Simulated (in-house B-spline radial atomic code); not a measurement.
# Ionising Xe²⁺ with different functionals

Computed with a B-spline radial code for spherical atoms: scalar-relativistic (spin-free X2C) Hamiltonian, Fermi nucleus of rms radius 4.7859 fm, spin-polarised at highest spin, spherical fractional occupations for the functionals, and exact exchange of hybrids averaged over the configuration. The ionisation energy is the difference of two self-consistent energies, [Kr] 4d10 5s2 5p4 → [Kr] 4d10 5s2 5p3, without Breit or QED terms; ε is the level of the shell that loses the electron (its least bound occupied spin orbital). There is no spin-orbit coupling in this Hamiltonian.

```csv
method,rung,ΔSCF (eV),-ε(5p) (eV)
PBE0,global hybrid,30.43,27.01
B3LYP,global hybrid,30.68,26.89
TPSSh,global hybrid,30.35,26.23
BHandHLYP,global hybrid,30.51,28.26
r2SCAN0,global hybrid,30.23,26.99
B97-1,global hybrid,30.53,26.74
HSE06,range-separated hybrid,30.52,26.64
wB97X,range-separated hybrid,30.85,29.63
CAM-B3LYP,range-separated hybrid,30.75,28.62
LC-wPBE,range-separated hybrid,30.60,30.03
```

Q: Among the functionals, which spreads more, the ΔSCF values or the orbital energies?

A: The orbital energies: ΔSCF values span about 0.62 eV and the orbital energies 3.80 eV; here energy differences depend much less on the functional than eigenvalues do.

Q: How do they compare with the NIST value?

A: NIST lists 31.05 eV ± 0.04 (semi-empirical, ground level to ground level). Errors run from -0.82 to -0.20 eV; wB97X is closest (-0.20 eV), but part of that can be cancellation, since the calculations leave out spin-orbit coupling, Breit-QED terms, multiplet and fine-structure energies.
